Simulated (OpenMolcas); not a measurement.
# What dynamic correlation does to the levels of Cl3+

* Program: OpenMolcas
* Basis: ANO-RCC [8s7p5d4f2g]
* Scalar Hamiltonian: DKH2, point nucleus
* Active space: 4 electrons in 9 orbitals (RAS2 3s 3p; RAS3 3d, at most 2 electrons)
* State averaging: 2S+1 = 3 even, 6 roots; 2S+1 = 1 even, 12 roots; 2S+1 = 5 odd, 1 root; 2S+1 = 3 odd, 8 roots; 2S+1 = 1 odd, 8 roots
* Spin-orbit coupling: state interaction with AMFI integrals over the reference wave functions, term energies averaged over their components

Methods on the same reference wave functions:
A. RASSCF
B. SS-RASPT2, IPEA 0.25 Eh, imaginary shift 0.1 Eh (closed shells correlated: 2s 2p)
C. MS-RASPT2, IPEA 0.25 Eh, imaginary shift 0.1 Eh (closed shells correlated: 2s 2p)

Energies in cm-1 above 3s2 3p2 3P0, the measured ground level; measured values from Moore, Atomic Energy Levels, vol. I, NSRDS-NBS 35 (1971 reprint of NBS Circular 467, 1949).

```tsv
Level	A	B	C	Measured
3s2 3p2 3P0	0.0	0.0	0.0	0.0
3s2 3p2 3P1	433	437	439	491
3s2 3p2 3P2	1206	1206	1211	1341
3s2 3p2 1D2	16108	13720	13710	13766
3s2 3p2 1S0	36003	32700	32560	32550
3s 3p3 5S* 2	67167	71420	71460	
3s 3p3 3D* 1	102155	102810	102850	
3s 3p3 3D* 2	102177	102840	102870	
3s 3p3 3D* 3	102240	102900	102940	
3s 3p3 3P* 2	120964	120350	120380	120256
3s 3p3 3P* 1	121001	120390	120420	120274
3s 3p3 3P* 0	121007	120390	120430	
3s 3p3 1D* 2	131876	130290	130330
```

Deviations, from unrounded energies. A percentage is the sum of absolute deviations over the sum of measured energies, with the sign that they share, or ± where signs differ.

```
                        Against measurement  Levels      A      B     C
             mean absolute deviation (cm-1)       6   1200     98    86
      fine structure of the ground term (%)       2  -10.5  -10.3  -9.9
other terms of the ground configuration (%)       2  +12.5   ±0.4  ±0.1
                   other configurations (%)       2   +0.6   +0.1  +0.1
```

C lies closest to measurement on these levels and A furthest from it. The largest miss of C in the table is 3s 3p3 3P* 1, by +150 cm-1. The ranking rests on the paired levels alone, and a cruder setting can come out closer through cancelling errors.

Between B and C the level of the table that moves most is 3s2 3p2 1S0, by 140 cm-1 (lowest in C, highest in B). Moves below CASPT2's spread within the term are not significant.

The mean deviations of B to C differ by less than CASPT2's widest spread within a term (23 cm-1), so their order carries little weight.

From A to B the spin-free energies of the other terms of 3s2 3p2 shown, above 3P, scale by factors of 0.84 to 0.91.

The lowest spin-free term lies below A's lowest term by 0.185 hartree in B, 0.185 hartree in C.

CASPT2 breaks the degeneracy within a term, and the mean is taken; among the terms shown or strongly mixed into the levels shown the widest spread is 23 cm-1 (3s 3p3 3D*, C). Configurations are named by rounded mean occupations; where the s occupation lies near a half they are strongly mixed, a name can repeat and a true partner stay unpaired. The run also gave levels led by 3s 3p2 3d, which use shells meant for correlation; these and all levels above them are left out. Some terms mix strongly with configurations of 3d, whose occupation reaches 0.57 (3s 3p3 3D*, 3s 3p3 3P*, 3s 3p3 1D*). Measured partners are found by configuration, term and J. A level has none where our copy of the source lacks it or the pairing is in doubt (some pairs that miss far off the trend of their configuration count as doubtful), and it then counts in no deviation. Levels of configurations outside the active space are missing. Levels that lie high or do not pair safely by name in every column are left out.

* marks odd parity.
